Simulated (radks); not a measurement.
Values are calculated unless marked as measured or tabulated.
Question: Ionisation ladder of rhenium, from Re44+ to Re65+. Each ion is in the ground configuration listed by NIST, and IE = E(next ion) - E(this ion). Level of theory: scalar-relativistic Kohn-Sham, PBEsol, spin-polarised, spherical densities, finite nucleus; open shells are filled with parallel spins first (spin-orbit coupling, left out, can overturn this in heavy ions); Fermi nuclear charge, rms radius 5.3698 fm (a radial shooting solver on a logarithmic mesh with Libxc functionals).

| species | configuration | IE, Delta-SCF (eV) | -e(HOMO) (eV) | HOMO |
|---|---|---|---|---|
| Re44+ | [Ar] 3d10 4s2 4p1 | 2230.7 | 2204.7 | 4p up |
| Re45+ | [Ar] 3d10 4s2 | 2462.2 | 2436.2 | 4s |
| Re46+ | [Ar] 3d10 4s1 | 2524.7 | 2498.5 | 4s up |
| Re47+ | [Ar] 3d10 | 4240.4 | 4178.5 | 3d |
| Re48+ | [Ar] 3d9 | 4369.2 | 4306.8 | 3d down |
| Re49+ | [Ar] 3d8 | 4499.0 | 4436.1 | 3d down |
| Re50+ | [Ar] 3d7 | 4629.6 | 4566.4 | 3d down |
| Re51+ | [Ar] 3d6 | 4760.9 | 4697.5 | 3d down |
| Re52+ | [Ar] 3d5 | ? | 4865.1 | 3d up |
| Re53+ | [Ar] 3d4 | 5067.8 | 5001.4 | 3d up |
| Re54+ | [Ar] 3d3 | 5205.6 | 5138.8 | 3d up |
| Re55+ | [Ar] 3d2 | ? | 5277.0 | 3d up |
| Re56+ | [Ar] 3d1 | ? | 5416.0 | 3d up |
| Re57+ | [Ar] | 6032.8 | 5974.7 | 3p |
| Re58+ | [Ne] 3s2 3p5 | 6155.1 | 6097.4 | 3p down |
| Re59+ | [Ne] 3s2 3p4 | ? | 6218.9 | 3p down |
| Re60+ | [Ne] 3s2 3p3 | 6434.3 | 6374.3 | 3p up |
| Re61+ | [Ne] 3s2 3p2 | 6559.4 | 6499.9 | 3p up |
| Re62+ | [Ne] 3s2 3p1 | 6682.4 | 6624.1 | 3p up |
| Re63+ | [Ne] 3s2 | 7250.2 | 7197.1 | 3s |
| Re64+ | [Ne] 3s1 | 7385.3 | 7331.6 | 3s up |
| Re65+ | [Ne] | 16516.4 | 16356.0 | 2p |

Estimate the withheld Delta-SCF values.

Answer: Re52+: 4930.9 eV (NIST 4877); Re55+: 5344.2 eV (NIST 5388); Re56+: 5483.3 eV (NIST 5528); Re59+: 6275.4 eV (NIST 6176).
